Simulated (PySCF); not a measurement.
**Electronic structure of P⁺ (phosphorus, charge +1) at the UHF level**

Configuration: [Ne] 3s2 3p2, high-spin 3P determinant. Computed with PySCF 2.14 in def2-TZVP (5s5p2d1f, 37 functions), with no relativity, point nucleus.

| Item | Value |
| --- | --- |
| Total energy | -340.345663 hartree |
| One-electron energy | -465.7783 hartree |
| Hartree (Coulomb) energy | 147.7994 hartree |
| Exchange energy | -22.3667 hartree |
| Kinetic energy | 340.32514 hartree |
| ⟨S²⟩ | 2.0132 |
| ⟨L²⟩ | 2.039 |
| Sum of ⟨r⟩ | 12.10 bohr |
| Sum of ⟨r²⟩ | 20.94 bohr² |
| Traceless quadrupole moment −½Σ⟨3z² − r²⟩ along its main axis | 2.13 e·bohr² |
| Density at the nucleus (Gaussians lack the cusp) | 2110 bohr⁻³ |
| Spin density at the nucleus | 0.137 bohr⁻³ |
| Langevin diamagnetic susceptibility | -16.6 ×10⁻⁶ cm³/mol |
| Time after the integrals | 0.17 s of wall time on 1 thread of Neoverse-N1 (shared host) |

| shell | electrons | mean orbital energy (hartree) | spread (hartree) | rms radius, mean of both spins (bohr) |
| --- | --- | --- | --- | --- |
| 1s α | 1 | -80.38717 | 0 | 0.120 |
| 1s β | 1 | -80.36892 | 0 | 0.120 |
| 2s α | 1 | -7.92264 | 0 | 0.562 |
| 2s β | 1 | -7.90453 | 0 | 0.562 |
| 2p α | 3 | -5.81797 | 0.01690 | 0.540 |
| 2p β | 3 | -5.78447 | 0.02007 | 0.540 |
| 3s α | 1 | -1.13812 | 0 | 1.99 |
| 3s β | 1 | -0.93418 | 0 | 1.99 |
| 3p α | 2 | -0.72507 | 0 | 2.30 |
